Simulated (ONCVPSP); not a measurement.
What the settings do to the ONCV potential of zirconium (Zr)

Base potential:

```json
{
  "Element": "zirconium",
  "Generator": "ONCVPSP 4.0.1",
  "Type": "optimised norm-conserving Vanderbilt (ONCV)",
  "Functional": "BLYP",
  "Relativity": "scalar-relativistic",
  "Frozen core": "[Ar] 3d10",
  "Valence charge": "12",
  "Reference configuration": "4s2 4p6 4d2 5s1.75 5p0.25",
  "Partial waves": "4s+5s: rc 1.65 bohr, ncon 4, nbas 9, qcut 8.5 1/bohr, 2 projectors; 4p+5p: rc 2.35 bohr, ncon 4, nbas 9, qcut 7 1/bohr, 3 projectors, debl 3 Ha; 4d: rc 2.80 bohr, ncon 5, nbas 10, qcut 4.5 1/bohr, 1 projector",
  "Local potential": "polynomial inside 1.40 bohr (lpopt 3, dvloc0 0 Ha)",
  "Core correction": "none"
}
```

All-electron outer shells of the reference configuration (BLYP, scalar-relativistic, ld1.x):

| shell | level (eV) | outermost node (bohr) | outermost maximum (bohr) |
| --- | --- | --- | --- |
| 3p | -317.69 | 0.18 | 0.40 |
| 3d | -174.85 | – | 0.35 |
| 4s | -54.62 | 0.55 | 1.08 |
| 4p | -32.55 | 0.56 | 1.17 |
| 5s | -4.50 | 1.47 | 3.11 |
| 4d | -3.71 | 0.58 | 1.61 |
| 5p | -1.50 | 1.70 | 4.15 |

Cutoffs, loose and tight: the cutoffs (Ha) at which the residual kinetic energy of the hardest occupied pseudo-wave falls to 1 and 0.1 mHa per electron. They do not see the model core or the augmentation charge, which bear on the density cutoff. Test errors are all-electron minus pseudo excitation energies from the reference, over the configurations 4s2 4p6 4d2 5s2 5p0; 4s2 4p6 4d2 5s1 5p0; 4s2 4p6 4d2 5s0 5p0; 4s2 4p6 4d1 5s2 5p0. A dash means not determined; rows that change the core or the reference have their own tests.

| change | outcome | cutoff, loose | cutoff, tight | bound ghosts | GHOST(+) flags above zero | largest test error (meV) |
| --- | --- | --- | --- | --- | --- | --- |
| base | generated | 23 Ha | 27 Ha | none | s, d | +31 |
| s: nbas 8 | generated | 23 Ha | 27 Ha | none | s, d | +31 |
| local potential polynomial inside 1.40 bohr (lpopt 5, dvloc0 3 Ha) | generated | 23 Ha | 27 Ha | none | none | +31 |
| core [Kr], valence charge 4; reference 4d2 5s2; waves now 5s: rc 3.00 bohr, ncon 4, nbas 8, qcut 2.8 1/bohr, 1 projector; p scattering state at 0.02 Ha: rc 2.65 bohr, ncon 4, nbas 8, qcut 3.6 1/bohr, 3 projectors, debl 3.6 Ha; 4d: rc 3.10 bohr, ncon 4, nbas 9, qcut 5.1 1/bohr, 1 projector; local potential polynomial inside 2.00 bohr (lpopt 5, dvloc0 3 Ha) | failed: ERROR pspot: first pseudo wave function has node, program will stop | – | – | – | – | – |
| all radii scaled by about 0.88 (s 1.44, p 2.06, d 2.46 bohr); local potential polynomial inside 1.22 bohr (lpopt 3, dvloc0 0 Ha) | failed: ERROR pspot: first pseudo wave function has node, program will stop | – | – | – | – | – |
| core correction polynomial model core, fcfact 0.55 | generated | 23 Ha | 27 Ha | none | s, d | +28 |
| p: ncon 3, nbas 8 | generated | 23 Ha | 27 Ha | none | s, d | +31 |
| s: qcut 12.7; p: qcut 10.5; d: qcut 6.7 | failed: ERROR pspot: first pseudo wave function has node, program will stop | – | – | – | – | – |
